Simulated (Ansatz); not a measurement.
F$_{2}$H$_{3}$SbSi (`[F][Sb]([F])[SiH3]`). The species carries charge 0 and has multiplicity 1. Sb: def2 effective core potential.

```tsv
atom	x (Å)	y (Å)	z (Å)
F1	-0.905	2.022	-1.003
Sb2	-1.236	0.147	-1.184
F3	0.192	-0.168	-2.418
Si4	0.282	-0.420	0.868
H5	0.525	-1.887	0.902
H6	-0.418	-0.013	2.116
H7	1.560	0.319	0.720
```

Q: What are the harmonic wavenumbers in cm⁻¹ at PBE0-D4/def2-TZVP (Ansatz, finite differences of forces, unscaled)? (An estimate is asked.)

A: The calculation gave: 80, 113, 136, 203, 295, 455, 459, 611, 622, 837, 926, 931, 2215, 2231, 2252.

Q: Is this a minimum?

A: Yes, all 15 modes are real.

Q: Give the ideal-gas thermochemistry at 298.15 K and 1 bar (rigid rotor, harmonic oscillator; point group Cs, symmetry number 1).

A: Zero-point energy 74.0 kJ/mol; H(298) − E = 94.7 kJ/mol; entropy 357.5 J/(mol·K), of which translation 174.4, rotation 114.8, vibration 68.3; G(298) − E = -11.9 kJ/mol. Modes under 100 cm⁻¹ are hindered rotations or soft bends, so the harmonic entropy is rough.

Q: Rotational constants (cm⁻¹)?

A: 0.1316, 0.06999, 0.06229.
